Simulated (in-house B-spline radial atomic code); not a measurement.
A fraction x of an electron is removed from 4s in Cr, starting from [Ar] 3d5 4s1 and keeping the highest spin. Computed with an all-electron radial atomic-structure program (B-spline basis): scalar-relativistic (X2C) LDA VWN5, spin-polarised, spherical fractional occupations, Fermi nucleus of rms radius 3.6452 fm.

```tsv
x	E(x) - E(0) (eV)	4s up level (eV)
0	0.0000	-4.634
0.09	0.4402	-5.150
0.21	1.1000	-5.848
0.37	2.1113	-6.796
0.44	2.6017	-7.216
0.5	3.0456	-7.578
0.52	3.1983	-7.699
0.65	4.2505	-8.489
0.76	5.2211	-9.160
0.89	6.4635	-9.953
1	7.5950	-
```

The exact functional would give a straight line between the two integer points. Deviations E(x) - E(0) - x[E(1) - E(0)], in eV: -0.243 at x = 0.09, -0.495 at x = 0.21, -0.699 at x = 0.37, -0.74 at x = 0.44, -0.752 at x = 0.5, -0.751 at x = 0.52, -0.686 at x = 0.65, -0.551 at x = 0.76, -0.296 at x = 0.89.

The curve lies below the straight line by up to 0.752 eV (at x = 0.5): convex, the delocalisation error that favours fractional charges.

Problem. How well does Slater's transition state (minus the level at half occupation) give the ionisation energy?

Solution. It gives 7.578 eV against 7.595 eV from the two total energies; NIST lists 6.77 eV, ground level to ground level.
